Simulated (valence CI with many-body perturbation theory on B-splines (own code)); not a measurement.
**Au XLVII: electric-dipole lines**

Computed by configuration interaction combined with many-body perturbation theory (CI+MBPT): five valence electrons over a frozen Dirac-Fock core [Ar] 3d10, radial functions for each j: 11 s, 11 p, 10 d, 8 f, 5 g, 2 h, with the one-electron correlation potential Σ1, the two-electron term Σ2, the three-electron term Σ3, Breit, model QED; selected CI, second order for the rest, scaled by the run's own slope (own B-spline code, finite nucleus).

The last digits are not significant, and no measured levels were compared; by estimate large intervals hold to a few tenths of a per cent, small ones and those within an open d or f shell to about a per cent. Among the levels kept, up to 2100 cm⁻¹ of a level comes from second order outside the variational space, and about a tenth of that is noise between levels of different J, which matters for small intervals.

Lines 51 to 100 of 541 in falling wavelength, among levels below 49.030 Ry, chosen from the strongest by gf and those to the six lowest levels. Wavelengths and rates use the calculated energies. Electric multipoles are in the length gauge with retardation, E1 and E2 with the static RPA response of the core. Weak lines are less certain than strong ones. Lines between different terms over intervals too small for the method are left out, as are lines whose strength nearly cancels. Where a level lies close to another of its J and parity, the split of strength between their lines is uncertain. The highest levels of a list are the least certain.

Levels are named by their leading jj configuration (3d3/2^4 stands for four electrons in 3d with j = 3/2), which in mixed levels can hold well under half, so a name can repeat and another be missing. Letters in brackets count levels of one name in rising energy.

```
λ vac (nm)                               Upper                               Lower   A (s⁻¹)  S (a.u.) with core polarisation  S without
     10.15  (4s 4p1/2 4p3/2^2 4d5/2) J=7/2 [c]          (4s^2 4p3/2^2 4d5/2) J=7/2  1.54e+10                         6.37e-02   6.76e-02
     10.14  (4s 4p1/2^2 4d3/2 4d5/2) J=5/2 [b]  (4s^2 4p1/2 4d3/2 4d5/2) J=7/2 [a]  1.80e+10                         5.55e-02   5.88e-02
     10.09  (4s 4p1/2 4p3/2^2 4d5/2) J=3/2 [e]      (4s^2 4p3/2^2 4d5/2) J=5/2 [b]  2.62e+10                         5.33e-02   5.64e-02
     10.03  (4s 4p1/2 4p3/2^2 4d5/2) J=5/2 [b]          (4s^2 4p3/2^2 4d5/2) J=7/2  1.65e+10                         4.92e-02   5.22e-02
     10.00          (4s 4p1/2^2 4p3/2^2) J=3/2          (4s^2 4p1/2 4p3/2^2) J=5/2  4.19e+10                         8.29e-02   8.78e-02
     9.922  (4s 4p1/2^2 4p3/2 4f5/2) J=7/2 [b]  (4s^2 4p1/2 4p3/2 4f7/2) J=9/2 [a]  2.37e+10                         9.12e-02   9.66e-02
     9.910             (4p1/2^2 4p3/2^3) J=3/2            (4s 4p1/2 4p3/2^3) J=5/2  4.27e+10                         8.20e-02   8.69e-02
     9.820  (4s 4p1/2^2 4p3/2 4d5/2) J=7/2 [b]      (4s^2 4p1/2 4p3/2 4d5/2) J=9/2  2.74e+10                         1.02e-01   1.09e-01
     9.817        (4s 4p1/2 4p3/2^3) J=3/2 [b]                (4s^2 4p3/2^3) J=3/2  2.56e+10                         4.78e-02   5.07e-02
     9.742  (4s 4p1/2 4p3/2^2 4d5/2) J=7/2 [d]          (4s^2 4p3/2^2 4d5/2) J=9/2  1.82e+10                         6.65e-02   7.04e-02
     9.650  (4s 4p1/2^2 4p3/2 4d3/2) J=5/2 [b]      (4s^2 4p1/2 4p3/2 4d3/2) J=7/2  3.95e+10                         1.05e-01   1.11e-01
     9.612  (4s 4p1/2 4p3/2^2 4d5/2) J=9/2 [c]          (4s^2 4p3/2^2 4d5/2) J=9/2  2.60e+10                         1.14e-01   1.21e-01
     9.542          (4s 4p1/2^2 4p3/2^2) J=3/2          (4s^2 4p1/2 4p3/2^2) J=3/2  1.43e+10                         2.45e-02   2.59e-02
     9.534  (4s 4p1/2 4p3/2^2 4d5/2) J=7/2 [e]          (4s^2 4p3/2^2 4d5/2) J=9/2  1.60e+10                         5.49e-02   5.82e-02
     9.414  (4s 4p1/2 4p3/2^2 4d3/2) J=5/2 [d]          (4s^2 4p3/2^2 4d3/2) J=7/2  2.12e+10                         5.24e-02   5.56e-02
     7.840  (4s^2 4p1/2 4p3/2 4d3/2) J=3/2 [a]          (4s^2 4p1/2 4p3/2^2) J=1/2  3.78e+09                         3.60e-03   3.78e-03
     7.830  (4s^2 4p1/2 4p3/2 4d3/2) J=1/2 [a]          (4s^2 4p1/2 4p3/2^2) J=1/2  3.28e+09                         1.55e-03   1.63e-03
     7.508  (4s^2 4p1/2 4p3/2 4d3/2) J=5/2 [a]          (4s^2 4p1/2 4p3/2^2) J=5/2  1.06e+10                         1.32e-02   1.39e-02
     7.482  (4s^2 4p1/2 4p3/2 4d3/2) J=3/2 [a]          (4s^2 4p1/2 4p3/2^2) J=5/2  1.17e+10                         9.64e-03   1.01e-02
     7.241      (4s^2 4p1/2 4p3/2 4d3/2) J=7/2          (4s^2 4p1/2 4p3/2^2) J=5/2  1.08e+09                         1.62e-03   1.72e-03
     7.221  (4s^2 4p1/2 4p3/2 4d3/2) J=3/2 [a]          (4s^2 4p1/2 4p3/2^2) J=3/2  6.82e+09                         5.07e-03   5.32e-03
     7.212  (4s^2 4p1/2 4p3/2 4d3/2) J=1/2 [a]          (4s^2 4p1/2 4p3/2^2) J=3/2  8.11e+09                         3.00e-03   3.15e-03
     7.210          (4s^2 4p1/2^2 4d3/2) J=3/2          (4s^2 4p1/2^2 4p3/2) J=3/2  2.10e+10                         1.55e-02   1.63e-02
     7.196  (4s 4p1/2^2 4d3/2 4d5/2) J=7/2 [b]  (4s 4p1/2^2 4p3/2 4d5/2) J=7/2 [a]  2.43e+10                         3.57e-02   3.76e-02
     7.098      (4s^2 4p1/2 4d3/2 4d5/2) J=9/2      (4s^2 4p1/2 4p3/2 4d5/2) J=9/2  1.97e+10                         3.47e-02   3.65e-02
     6.838  (4s^2 4p1/2 4p3/2 4d3/2) J=3/2 [b]          (4s^2 4p1/2 4p3/2^2) J=1/2  1.28e+09                         8.08e-04   8.50e-04
     6.711      (4s 4p1/2^2 4d3/2 4d5/2) J=9/2      (4s 4p1/2^2 4p3/2 4d5/2) J=9/2  4.04e+10                         6.02e-02   6.33e-02
     6.621  (4s^2 4p1/2 4p3/2 4d3/2) J=5/2 [b]          (4s^2 4p1/2 4p3/2^2) J=5/2  3.23e+09                         2.78e-03   2.94e-03
     6.564  (4s^2 4p1/2 4p3/2 4d3/2) J=3/2 [b]          (4s^2 4p1/2 4p3/2^2) J=5/2  1.42e+09                         7.90e-04   8.13e-04
     6.521          (4s^2 4p1/2^2 4f5/2) J=5/2          (4s^2 4p1/2^2 4d5/2) J=5/2  9.75e+09                         8.01e-03   8.38e-03
     6.490  (4s^2 4p1/2 4p3/2 4d5/2) J=3/2 [a]          (4s^2 4p1/2 4p3/2^2) J=1/2  1.42e+09                         7.64e-04   8.01e-04
     6.472  (4s 4p1/2^2 4d3/2 4d5/2) J=7/2 [b]  (4s 4p1/2^2 4p3/2 4d3/2) J=5/2 [b]  4.34e+10                         4.65e-02   4.88e-02
     6.427  (4s 4p1/2^2 4p3/2 4f7/2) J=7/2 [a]  (4s 4p1/2^2 4p3/2 4d5/2) J=7/2 [a]  2.90e+10                         3.04e-02   3.17e-02
     6.416  (4s^2 4p1/2 4p3/2 4d3/2) J=5/2 [b]          (4s^2 4p1/2 4p3/2^2) J=3/2  2.25e+09                         1.76e-03   1.85e-03
     6.400  (4s^2 4p1/2 4p3/2 4d5/2) J=7/2 [a]          (4s^2 4p1/2 4p3/2^2) J=5/2  9.91e+08                         1.03e-03   1.08e-03
     6.397  (4s 4p1/2^2 4p3/2 4d5/2) J=3/2 [a]          (4s 4p1/2^2 4p3/2^2) J=3/2  6.36e+10                         3.29e-02   3.45e-02
     6.328  (4s^2 4p1/2 4p3/2 4d3/2) J=1/2 [b]          (4s^2 4p1/2 4p3/2^2) J=3/2  1.43e+10                         3.57e-03   3.76e-03
     6.272      (4s 4p1/2^2 4p3/2 4f7/2) J=5/2  (4s 4p1/2^2 4p3/2 4d5/2) J=3/2 [a]  5.33e+10                         3.90e-02   4.07e-02
     6.258  (4s 4p1/2^2 4p3/2 4f7/2) J=7/2 [b]  (4s 4p1/2^2 4p3/2 4d5/2) J=7/2 [b]  6.35e+10                         6.14e-02   6.44e-02
     6.243  (4s^2 4p1/2 4p3/2 4d5/2) J=3/2 [a]          (4s^2 4p1/2 4p3/2^2) J=5/2  1.41e+10                         6.76e-03   7.10e-03
     6.223          (4s^2 4p1/2^2 4f7/2) J=7/2          (4s^2 4p1/2^2 4d5/2) J=5/2  9.12e+10                         8.68e-02   9.05e-02
     6.201  (4s 4p1/2^2 4p3/2 4f7/2) J=7/2 [a]  (4s 4p1/2^2 4p3/2 4d5/2) J=5/2 [a]  6.65e+10                         6.27e-02   6.54e-02
     6.193  (4s^2 4p1/2 4d3/2 4d5/2) J=7/2 [a]      (4s^2 4p1/2 4p3/2 4d3/2) J=7/2  5.28e+10                         4.95e-02   5.20e-02
     6.187          (4s^2 4p3/2 4d5/2^2) J=5/2          (4s^2 4p3/2^2 4d5/2) J=7/2  5.30e+10                         3.71e-02   3.90e-02
     6.158  (4s^2 4p3/2 4d3/2 4d5/2) J=7/2 [b]          (4s^2 4p3/2^2 4d3/2) J=7/2  5.10e+10                         4.70e-02   4.94e-02
     6.157  (4s^2 4p1/2 4p3/2 4d5/2) J=5/2 [a]          (4s^2 4p1/2 4p3/2^2) J=5/2  1.03e+11                         7.12e-02   7.47e-02
     6.156      (4s 4p1/2^2 4d3/2 4d5/2) J=1/2  (4s 4p1/2^2 4p3/2 4d3/2) J=1/2 [b]  1.61e+11                         3.71e-02   3.90e-02
     6.116  (4s^2 4p1/2 4p3/2 4f7/2) J=7/2 [a]  (4s^2 4p1/2 4p3/2 4d5/2) J=7/2 [a]  5.06e+10                         4.57e-02   4.78e-02
     6.113  (4s 4p1/2^2 4p3/2 4d3/2) J=3/2 [a]          (4s^2 4p1/2^2 4d5/2) J=5/2  1.12e+09                         5.05e-04   5.30e-04
     6.111  (4s^2 4p3/2 4d3/2 4d5/2) J=5/2 [b]      (4s^2 4p3/2^2 4d3/2) J=3/2 [a]  4.84e+10                         3.27e-02   3.45e-02
```
